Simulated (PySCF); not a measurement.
HB (SMILES [BH]), singlet, at a GFN2-xTB geometry, with bond 2-1 at 2.0 times its length; PySCF with PBE0/def2-SVP.

Here is a job for PySCF.
```python
from pyscf import gto, scf, dft

mol = gto.M(
    atom='''
B    -0.00000000   -0.00000000   -0.19417233
H     0.00000000    0.00000000    2.13589559
''',
    basis='def2-svp',
    verbose=4,
)

mf = dft.RKS(mol)
mf.xc = 'pbe0'
mf.init_guess = 'mod_huckel'
mf.kernel()
```

**Question.** What does PySCF print? Leave out banner, timings and long lists.

**Answer.** 
```
PySCF version 2.14.0

[INPUT] verbose = 4
[INPUT] num. atoms = 2
[INPUT] num. electrons = 6
[INPUT] charge = 0
[INPUT] spin (= nelec alpha-beta = 2S) = 0
[INPUT] symmetry False subgroup None
[INPUT] Mole.unit = angstrom
[INPUT] Symbol           X                Y                Z      unit          X                Y                Z       unit  Magmom
[INPUT]  1 B      0.000000000000   0.000000000000  -0.194172330000 AA    0.000000000000   0.000000000000  -0.366932524669 Bohr   0.0
[INPUT]  2 H      0.000000000000   0.000000000000   2.135895590000 AA    0.000000000000   0.000000000000   4.036257695766 Bohr   0.0

nuclear repulsion = 1.13554031274762
number of shells = 9
number of NR pGTOs = 31
number of NR cGTOs = 19
basis = def2-svp
ecp = {}

******** <class 'pyscf.dft.rks.RKS'> ********
method = RKS
initial guess = mod_huckel
damping factor = 0
level_shift factor = 0
DIIS = <class 'pyscf.scf.diis.CDIIS'>
diis_start_cycle = 1
diis_space = 8
diis_damp = 0
SCF conv_tol = 1e-09
SCF conv_tol_grad = None
SCF max_cycles = 50
direct_scf = True
direct_scf_tol = 1e-13
XC library pyscf.dft.libxc version 7.1.2
    S. Lehtola, C. Steigemann, M. J. T. Oliveira, and M. A. L. Marques,  SoftwareX 7, 1–5 (2018)
XC functionals = pbe0
    C. Adamo and V. Barone,  J. Chem. Phys. 110, 6158 (1999)
    M. Ernzerhof and G. E. Scuseria,  J. Chem. Phys. 110, 5029 (1999)
radial grids:
    Treutler-Ahlrichs [JCP 102, 346 (1995); DOI:10.1063/1.469408] (M4) radial grids

becke partition: Becke, JCP 88, 2547 (1988); DOI:10.1063/1.454033
pruning grids: <function nwchem_prune>
grids dens level: 3
symmetrized grids: False
atomic radii adjust function: <function treutler_atomic_radii_adjust>
small_rho_cutoff = 0
Set gradient conv threshold to 3.16228e-05
Initial guess from on-the-fly Huckel, doi:10.1021/acs.jctc.8b01089,
employing the updated GWH rule from doi:10.1021/ja00480a005.
Spherically averaged atomic HF for {'H', 'B'}

******** <class 'pyscf.scf.atom_hf.AtomSphAverageRHF'> ********
method = AtomSphAverageRHF
initial guess = minao
damping factor = 0
level_shift factor = 0
DIIS = <class 'pyscf.scf.diis.CDIIS'>
diis_start_cycle = 1
diis_space = 8
diis_damp = 0
SCF conv_tol = 1e-09
SCF conv_tol_grad = None
SCF max_cycles = 50
direct_scf = True
direct_scf_tol = 1e-13
atom = B
Set gradient conv threshold to 3.16228e-05
Initial guess from minao.
init E= -24.3079745627423
cycle= 1 E= -24.3413783310222  delta_E= -0.0334  |g|=    0  |ddm|= 0.416
cycle= 2 E= -24.3426710200956  delta_E= -0.00129  |g|=    0  |ddm|=  0.1
cycle= 3 E= -24.3427283328338  delta_E= -5.73e-05  |g|=    0  |ddm|= 0.014
cycle= 4 E= -24.3427285845878  delta_E= -2.52e-07  |g|=    0  |ddm|= 0.00238
cycle= 5 E= -24.3427285852238  delta_E= -6.36e-10  |g|=    0  |ddm|= 0.000124
Extra cycle  E= -24.3427285852239  delta_E= -5.33e-14  |g|=    0  |ddm|= 9.07e-07
Atomic HF for atom  B  converged. SCF energy = -24.3427285852239

******** 1 electron system ********
Atomic HF for atom  H  converged. SCF energy = -0.499278405714347

  HOMO = -0.424892051938855  LUMO = -0.0100544783665178  gap/eV = 11.28831
tot grids = 23856
init E= -24.8935528132519

WARN: HOMO -0.262905033587263 == LUMO -0.262905033587261

cycle= 1 E= -24.5365319506469  delta_E= 0.357  |g|= 0.529  |ddm|= 1.97
  HOMO = -0.1304342082207  LUMO = 0.065341755135331  gap/eV = 5.32734
cycle= 2 E= -24.6614975542172  delta_E= -0.125  |g|= 0.69  |ddm|= 2.78
  HOMO = -0.183049621158056  LUMO = -0.0739766028766442  gap/eV = 2.96803
cycle= 3 E= -25.0152398317017  delta_E= -0.354  |g|= 0.312  |ddm|= 1.34
  HOMO = -0.210113448163088  LUMO = -0.133208081800295  gap/eV = 2.09270
cycle= 4 E= -25.1134655657662  delta_E= -0.0982  |g|= 0.0495  |ddm|= 0.728
  HOMO = -0.238740185437596  LUMO = -0.117822646193445  gap/eV = 3.29033
cycle= 5 E= -25.1150685251231  delta_E= -0.0016  |g|= 0.0165  |ddm|= 0.0897
  HOMO = -0.238594504458126  LUMO = -0.118003710633475  gap/eV = 3.28144
cycle= 6 E= -25.1152625760414  delta_E= -0.000194  |g|= 0.00509  |ddm|= 0.0364
  HOMO = -0.23859985764718  LUMO = -0.11751412805666  gap/eV = 3.29491
cycle= 7 E= -25.1152816745726  delta_E= -1.91e-05  |g|= 0.000205  |ddm|= 0.00844
  HOMO = -0.23861322626918  LUMO = -0.117451344351025  gap/eV = 3.29698
cycle= 8 E= -25.1152817026407  delta_E= -2.81e-08  |g|= 3.29e-05  |ddm|= 0.000412
  HOMO = -0.238618511726952  LUMO = -0.117448385871762  gap/eV = 3.29721
cycle= 9 E= -25.1152817034034  delta_E= -7.63e-10  |g|= 5.9e-06  |ddm|= 7.15e-05
  HOMO = -0.238617193430903  LUMO = -0.11744991934185  gap/eV = 3.29713
Extra cycle  E= -25.1152817033285  delta_E= 7.49e-11  |g|= 1.16e-05  |ddm|= 3.06e-05
converged SCF energy = -25.1152817033285
```
